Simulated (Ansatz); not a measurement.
Cu2 (SMILES [Cu][Cu]), singlet, geometry from GFN2-xTB (such geometries of metal compounds can be far from the true shape); CAM-B3LYP/6-31G (Ansatz, a first-principles code).

Here is a job for Ansatz.
Ansatz 0.2 input:
```yaml
crystal:
  periodic: [false, false, false]
  atoms:
    - {symbol: Cu, position_ang: [-0.00000000, -0.00000000, -1.11239335]}
    - {symbol: Cu, position_ang: [0.00000000, 0.00000000, 1.11239335]}
basis:
  gaussian:
    orbitals: 6-31G
hamiltonian:
  xc: cam_b3lyp
```

Question: Write the output that Ansatz gives for this input, abridged.

Answer: 
```
Functional definition: CAM-B3LYP
571 factors; integrals over basis functions are off by at most 7.9e-4 eV
109 factors; integrals over basis functions are off by at most 1.0e-3 eV
mean field evaluation 1: about -89260.2383 eV, gradient 7.7e1 eV
mean field evaluation 2: about -88512.7873 eV, gradient 6.2e2 eV
mean field evaluation 4: about -89266.9368 eV, gradient 7.3e0 eV
mean field evaluation 8: about -89267.0767 eV, gradient 1.7e-1 eV
mean field evaluation 16: about -89267.1026 eV, gradient 4.3e-4 eV
mean field evaluation 32: about -89267.1026 eV, gradient 6.8e-5 eV
mean field -89267.10264891 eV, -3280.5055149319 hartree, gradient 6.8e-5 eV, S^2 0.000000; 2 other end points of the search recorded, 0 dependent functions left out
reference -89267.10273098 eV, -3280.5055179482 hartree; 29, 29 occupied and 29, 29 virtual orbitals, 571 factors
Total energy: -89267.10273098 eV, -3280.5055179482 hartree
```
